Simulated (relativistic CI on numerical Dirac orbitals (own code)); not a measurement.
## Dy3+: 4f valence photoemission

Computed with this model: Dirac-Coulomb-Breit CI, KLI orbitals optimised for each configuration, model QED, valence Slater integrals scaled by 0.8, multiplet model of photoemission in the sudden approximation; configurations [Xe] 4f9 → [Xe] 4f8; 300 K; Lorentzian 0.21 eV and Gaussian 0.3 eV FWHM. Energies are those of the free ion, without screening or charge transfer. The energies are binding energies and can lie tens of eV above those of solids. S is read from ⟨S²⟩ = S(S + 1).

Computed curve for free ion, scaled to 100 at the maximum (points under 2 are left out and the grid is thinned):

```csv
Energy (eV),Intensity
37.3,2.4
37.5,3.6
37.6,4.6
37.8,9.3
38.0,27.9
38.1,51.3
38.3,97.9
38.5,75.3
38.6,60.4
38.8,34.2
39.0,13.7
39.1,8.7
39.3,4.6
39.5,3.3
39.6,3.1
39.8,2.9
40.0,3.2
40.1,3.5
40.3,5.6
40.5,13.7
40.6,20.5
40.8,24.2
41.0,21.2
41.1,29.9
41.3,79.2
41.5,99.1
41.6,82.0
41.8,45.8
42.0,31.5
42.1,30.9
42.3,25.2
42.4,25.5
42.6,42.5
42.8,42.6
42.9,36.1
43.1,46.9
43.3,58.9
43.4,53.6
43.6,39.5
43.8,19.4
43.9,12.6
44.1,8.8
44.3,15.5
44.4,20.7
44.6,19.6
44.8,8.8
44.9,5.6
45.1,3.2
45.3,2.5
45.4,2.4
45.6,3.3
45.8,4.4
45.9,4.7
46.1,8.2
46.3,17.8
46.4,19.8
46.6,12.1
46.8,4.7
46.9,3.2
47.1,2.2
```

The ground state has S = 2.43, and the centroid lies at 41.49 eV.
